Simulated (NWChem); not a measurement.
System: SiH2SeCl2; SMILES Cl[SiH](Cl)[SeH]

```xyz
6

Si     0.0179     0.5290     0.4996
Cl    -1.7592     1.3545    -0.1515
Cl     1.6157     1.6242    -0.2306
Se     0.0218    -1.6325    -0.2356
H      0.0759     0.6445     1.9694
H      1.3439    -1.9030     0.3787
```
Atoms are numbered in this order, from 1.

Level: B3LYP/6-31G* (spherical d) (NWChem), optimised geometry, unscaled harmonic frequencies. This build's default masses of Se (78.918 u) and Br (79.917 u) are each other's, which moves their modes by up to 0.6 %. B3LYP is NWChem's, with the RPA form of VWN correlation.

```tsv
frequency (cm⁻¹)	IR intensity (km/mol)
121	3.7
130	3.0
174	8.1
215	3.8
389	19.3
531	107.4
567	141.2
682	14.4
786	194.6
821	137.2
2307	94.6
2400	18.7
```

| Quantity | Result |
|---|---|
| zero-point energy | 13.0 kcal/mol |
| thermal correction to the enthalpy at 298.15 K (with zero-point energy) | 17.6 kcal/mol |
| heat capacity Cv | 19.4 cal/(mol K) |
| entropy at 298.15 K and 1 atm (symmetry number 1) | 83.9 cal/(mol K) |
| dipole moment | 1.81 D |

Rigid rotor and harmonic oscillator.
